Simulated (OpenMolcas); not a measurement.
Ru3+ with 6 ligands (chloride) in octahedral coordination (Oh) at 2.44 Å. A charge of +0.5 e stands 2.6 Å behind each ligand. Ligand basis ANO-RCC-VDZP.

* Program: OpenMolcas
* Method: CASSCF
* Basis: ANO-RCC-VTZP [7s6p4d2f1g]
* Scalar Hamiltonian: DKH2, point nucleus
* Active space: 5 electrons in 5 orbitals (4d)
* State averaging: 2S+1 = 6 even, 1 root; 2S+1 = 4 even, 24 roots; 2S+1 = 2 even, 75 roots
* Spin-orbit coupling: RASSI with atomic mean-field integrals over the reference wave functions

(1) What is the spin-free ground state (labels of O, the rotations of Oh)?

(2) What are the lowest two levels with spin-orbit coupling?

(3) What is χT at 300 K, and how does it compare with the textbook value?

(4) Which ligand-field parameters describe the states?

Answers

(1) 6A1, 1-fold in its orbital part; it has the highest spin that d5 allows.

(2) A 2-fold level with g = 3.31, 3.31, 3.31, then a 4-fold level Γ8 6.9 cm-1 above it. Their leading multiplicities are 6 (97 %) and 6 (97 %).

(3) The lowest level has 2S+1 = 6, for which the spin-only value is χT = S(S+1) / 2 = 4.375 cm3 K/mol (g = 2). The computed 4.319 at 300 K differs by -0.056, through orbital momentum, spin-orbit coupling and any other state in reach.

(4) A least-squares ligand-field fit to the states below 45000 cm-1, each weighted by its degeneracy and with a free common offset, gives 10Dq = 15818 cm-1, B = 670 cm-1 and C = 2978 cm-1 (C/B = 4.45), with an rms deviation of 607 cm-1. The same method and metal basis give the free ion B = 912 cm-1 (fit to its terms below 60000 cm-1, rms deviation 26 cm-1), so the nephelauxetic ratio is β = 670 / 912 = 0.73; it hangs on how both fits weigh the states, and computed free-ion B values tend to be too large, so β mixes covalency with correlation.

Without dynamic correlation the repulsion within the d shell is too large (B by tens of per cent), so at a given field states of lower spin stand too high. This shell can be high or low spin here, a state of another spin lies low, and with metal d orbitals alone active their balance is uncertain, so the ground spin may be wrong. The least metal-like active orbital is 81 % on the metal (Löwdin) and no ligand orbital is active, so the numbers are rough. With metal d orbitals alone the field can be off either way by tens of per cent. Ligand-to-metal charge-transfer states are missing. With no ligand orbital active B as a rule stays too high, so bands that hang on it stand too high and its fall with covalency is understated. No measured value stands beside these numbers; the geometry was imposed, not optimised, and the real ion may take another.
